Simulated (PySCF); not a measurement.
# Computed records: AlBH4N, AlBClH3N, BClHO, CH6BSi and others

All values are calculated (PySCF 2.14.0). Calculation on a computer-drawn molecule: the log of a Hartree-Fock and frozen-core CCSD(T) single point meant for a local Hartree-Fock minimum, with one planted fault or none, to be diagnosed. Offsets are logged minus clean, where the clean run is the same molecule without the fault. The reference is restricted for singlets and unrestricted otherwise, and also for a bond in bohr or an excited solution. Adding or removing an electron swaps singlet and doublet. The excited solution moves the top pair (singlet) or top alpha electron (doublet) to the lowest empty orbital. Highest occupied and lowest empty are orbital energies over both spins, largest force is the largest gradient component, triples share is (T) over the correlation energy, the T1 limit is 0.02 restricted and 0.045 unrestricted, electrons count all cores, a negative frequency is imaginary (commonest isotopes), and the dipole is about the centre of nuclear charge.

Common to all runs: logged SCF converged yes; logged SCF stable within its kind yes; possible faults no fault, one electron removed, one electron added, multiplicity raised by two, geometry at a saddle point, SCF held on an excited solution, minimal basis STO-3G, one bond length entered in bohr, all coordinates scaled.

(1) 
```xyz
7
formula=AlBH4N meant_charge=1 meant_multiplicity=1 meant_basis=cc-pV(D+d)Z logged_electrons=28 logged_basis_functions=71 logged_spin_squared=2.0066 logged_highest_occupied=-10.603 logged_lowest_empty=-8.2061 logged_largest_force=0.072222 logged_T1_diagnostic=0.081246 logged_D1_diagnostic=0.4125 logged_triples_share=0.036883 logged_CC_converged=yes logged_dipole_magnitude=4.2752 logged_energy_HF=-322.9545 logged_energy_CCSD(T)=-323.2902 planted_fault=multiplicity_raised_by_two HF_energy_offset_from_clean_run=137.9 CCSD(T)_energy_offset_from_clean_run=136
B     -0.7250    -2.2194     0.7049
N     -0.5998    -1.1322     1.4086
Al     0.3509     0.4807     0.8954
H     -0.8091    -3.1747     0.0336
H     -1.0385    -1.1069     2.3239
H      0.2674     1.5542     2.0096
H      0.9649     0.2916    -0.5188
```

Units: logged_highest_occupied, logged_lowest_empty in eV; logged_largest_force in hartree/bohr; logged_dipole_magnitude in debye; logged_energy_HF, logged_energy_CCSD(T) in hartree; HF_energy_offset_from_clean_run, CCSD(T)_energy_offset_from_clean_run in kcal/mol.

Drawn bonds:
```csv
atom,other atom,order
1,2,1
2,3,1
1,4,1
2,5,1
3,6,1
3,7,1
```

Notes: T1 above single-reference limit.

(2) 
```xyz
7
formula=AlBClH3N meant_charge=0 meant_multiplicity=2 meant_basis=cc-pV(D+d)Z logged_electrons=45 logged_basis_functions=89 logged_spin_squared=1.6868 logged_highest_occupied=-7.7977 logged_lowest_empty=-0.39761 logged_largest_force=0.0093531 logged_T1_diagnostic=0.053726 logged_D1_diagnostic=0.30124 logged_triples_share=0.028472 logged_CC_converged=yes logged_dipole_magnitude=2.8315 logged_energy_HF=-782.20422 logged_energy_CCSD(T)=-782.66921 planted_fault=one_bond_length_entered_in_bohr,row_3_of_the_drawn_bonds HF_energy_offset_from_clean_run=83.05 CCSD(T)_energy_offset_from_clean_run=98.64
N     -0.1081     1.6840    -1.2801
Al    -1.2052     0.8689    -0.1537
B     -1.9421     1.8561     1.6195
Cl    -4.8380     3.5711     1.4829
H      0.2274     2.6267    -1.1963
H      0.2548     1.2791    -2.1234
H     -1.4775     1.7698     2.7209
```

Units: logged_highest_occupied, logged_lowest_empty in eV; logged_largest_force in hartree/bohr; logged_dipole_magnitude in debye; logged_energy_HF, logged_energy_CCSD(T) in hartree; HF_energy_offset_from_clean_run, CCSD(T)_energy_offset_from_clean_run in kcal/mol.

Drawn bonds:
```csv
atom,other atom,order
1,2,1
2,3,1
3,4,1
1,5,1
1,6,1
3,7,1
```

Notes: T1 above single-reference limit.

(3) 
```xyz
4
formula=BClHO meant_charge=1 meant_multiplicity=1 meant_basis=cc-pV(D+d)Z logged_electrons=30 logged_basis_functions=20 logged_spin_squared=0 logged_highest_occupied=-19.722 logged_lowest_empty=-1.6942 logged_largest_force=0.045895 logged_T1_diagnostic=0.020639 logged_D1_diagnostic=0.057649 logged_triples_share=0.065304 logged_CC_converged=yes logged_dipole_magnitude=4.938 logged_energy_HF=-553.19102 logged_energy_CCSD(T)=-553.31753 planted_fault=minimal_basis_STO-3G HF_energy_offset_from_clean_run=3913 CCSD(T)_energy_offset_from_clean_run=4095
O     -1.6282    -1.9668     0.4830
B     -2.4391    -1.0308     0.4014
Cl    -3.4454     0.2327     0.2135
H     -1.5232    -2.7352     1.0434
```

Units: logged_highest_occupied, logged_lowest_empty in eV; logged_largest_force in hartree/bohr; logged_dipole_magnitude in debye; logged_energy_HF, logged_energy_CCSD(T) in hartree; HF_energy_offset_from_clean_run, CCSD(T)_energy_offset_from_clean_run in kcal/mol.

Drawn bonds:
```csv
atom,other atom,order
1,2,1
2,3,1
1,4,1
```

Notes: T1 above single-reference limit.

(4) 
```xyz
9
formula=CH6BSi meant_charge=1 meant_multiplicity=1 meant_basis=cc-pV(D+d)Z logged_electrons=31 logged_basis_functions=81 logged_spin_squared=0.7641 logged_highest_occupied=-6.5167 logged_lowest_empty=2.4563 logged_largest_force=0.047368 logged_T1_diagnostic=0.012047 logged_D1_diagnostic=0.03118 logged_triples_share=0.026745 logged_CC_converged=yes logged_dipole_magnitude=1.2291 logged_energy_HF=-354.88295 logged_energy_CCSD(T)=-355.25669 planted_fault=one_electron_added HF_energy_offset_from_clean_run=-124.6 CCSD(T)_energy_offset_from_clean_run=-133
B     -1.0191    -0.8631     0.4410
C     -0.0517    -1.1458    -0.6043
Si     1.0173    -2.7999    -0.3186
H     -1.7894    -0.6670     1.3057
H     -0.5747    -1.2669    -1.5642
H      0.6633    -0.3131    -0.6749
H      1.7329    -2.6102     0.9507
H      1.8950    -2.8390    -1.4919
H      0.0516    -3.9059    -0.2628
```

Units: logged_highest_occupied, logged_lowest_empty in eV; logged_largest_force in hartree/bohr; logged_dipole_magnitude in debye; logged_energy_HF, logged_energy_CCSD(T) in hartree; HF_energy_offset_from_clean_run, CCSD(T)_energy_offset_from_clean_run in kcal/mol.

Drawn bonds:
```csv
atom,other atom,order
1,2,1
2,3,1
1,4,1
2,5,1
2,6,1
3,7,1
3,8,1
3,9,1
```

(5) 
```xyz
4
formula=Al2HO meant_charge=1 meant_multiplicity=1 meant_basis=cc-pV(D+d)Z logged_electrons=34 logged_basis_functions=65 logged_spin_squared=1.3831 logged_highest_occupied=-13.346 logged_lowest_empty=-5.6389 logged_largest_force=0.11346 logged_dipole_magnitude=3.9792 logged_energy_HF=-558.90731 planted_fault=one_bond_length_entered_in_bohr,row_3_of_the_drawn_bonds HF_energy_offset_from_clean_run=31.64
O      2.3256    -3.0920    -0.6650
Al     2.3225    -1.6993     0.0446
Al     2.3178     0.6341     1.2344
H      2.3124     3.2428     2.5647
```

Units: logged_highest_occupied, logged_lowest_empty in eV; logged_largest_force in hartree/bohr; logged_dipole_magnitude in debye; logged_energy_HF in hartree; HF_energy_offset_from_clean_run in kcal/mol.

Drawn bonds:
```csv
atom,other atom,order
1,2,2
2,3,1
3,4,1
```

Notes: coupled-cluster numbers left out as unreliable.

(6) 
```xyz
6
formula=Al2FH2O meant_charge=-1 meant_multiplicity=1 meant_basis=aug-cc-pV(D+d)Z logged_electrons=46 logged_basis_functions=128 logged_spin_squared=0 logged_highest_occupied=-5.2527 logged_lowest_empty=3.0316 logged_largest_force=0.066507 logged_T1_diagnostic=0.028244 logged_D1_diagnostic=0.078907 logged_triples_share=0.037443 logged_CC_converged=yes logged_dipole_magnitude=4.0583 logged_energy_HF=-659.42728 logged_energy_CCSD(T)=-660.05031 planted_fault=all_coordinates_scaled,by_+9.3_% HF_energy_offset_from_clean_run=23.7 CCSD(T)_energy_offset_from_clean_run=13.74
O      2.0832    -3.2196     1.2064
Al     0.7981    -2.0365     1.2831
Al    -1.3905    -0.0016     1.4887
F     -2.0719     0.1561    -0.2212
H     -0.6329     1.4922     2.0271
H     -2.5802    -0.6607     2.6046
```

Units: logged_highest_occupied, logged_lowest_empty in eV; logged_largest_force in hartree/bohr; logged_dipole_magnitude in debye; logged_energy_HF, logged_energy_CCSD(T) in hartree; HF_energy_offset_from_clean_run, CCSD(T)_energy_offset_from_clean_run in kcal/mol.

Drawn bonds:
```csv
atom,other atom,order
1,2,2
2,3,1
3,4,1
3,5,1
3,6,1
```

Notes: T1 above single-reference limit.
